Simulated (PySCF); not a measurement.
Start geometry of `C#C/C(F)=C/C(F)F` from a GFN2-xTB structure with every atom displaced at random (by about 0.01 Å) (Å):
```
atom  x, y, z in Å
C1     3.0909    0.1121    0.2620
C2     1.8848    0.0920    0.4733
C3     0.4964    0.0509    0.7941
F4     0.2836    0.1253    2.1171
C5    -0.4740   -0.0551   -0.0962
C6    -1.9194   -0.0866    0.2931
F7    -2.4872   -1.2313   -0.1662
F8    -2.5777    0.9355   -0.2959
H9     4.0936    0.1762    0.0526
H10   -0.2523   -0.1058   -1.1288
H11   -2.1006   -0.0391    1.3888
```

**Question.** What comes out of this run: PBE0-D3(BJ)/def2-SVP geometry optimisation, gas phase (PySCF)?

**Answer.** 
```
atom  x, y, z in Å
C1     3.0686    0.2022    0.1732
C2     1.8935    0.1416    0.4627
C3     0.5132    0.0683    0.8056
F4     0.2707    0.1550    2.1158
C5    -0.4918   -0.0711   -0.0672
C6    -1.9215   -0.1406    0.3380
F7    -2.4725   -1.2898   -0.1197
F8    -2.6073    0.8815   -0.2261
H9     4.1109    0.2568   -0.0852
H10   -0.2672   -0.1338   -1.1334
H11   -2.0588   -0.0956    1.4300
```

The energy falls by 0.118 eV over 9 energy and gradient evaluations, the largest force component goes from 0.0702 to 2.8e-04 Eh/bohr, and the atoms move by 0.031 Å rms after alignment. The bond that changes most is C1–H9 (terminal alkyne carbon to alkyne hydrogen), which lengthens by 0.049 Å. Bonds longer at the end by more than 0.005 Å: 3 of 10; shorter: 4. Among the angles that change most is C2–C1–H9, from 176.8° to 179.9°. Rotational constants go from 4556, 988.8, 949.3 to 4510, 992.4, 951.2 MHz. The orientation of the end geometry is arbitrary; only internal coordinates are fixed.

The run used 127 basis functions and 67 SCF cycles in all. On one thread of an Arm Neoverse V1, on a shared host, this took 57 s and 0.52 GiB of memory at its peak.

PBE0-D3(BJ)/def2-SVP frequencies: not computed here. The numbers are those of one conformer.
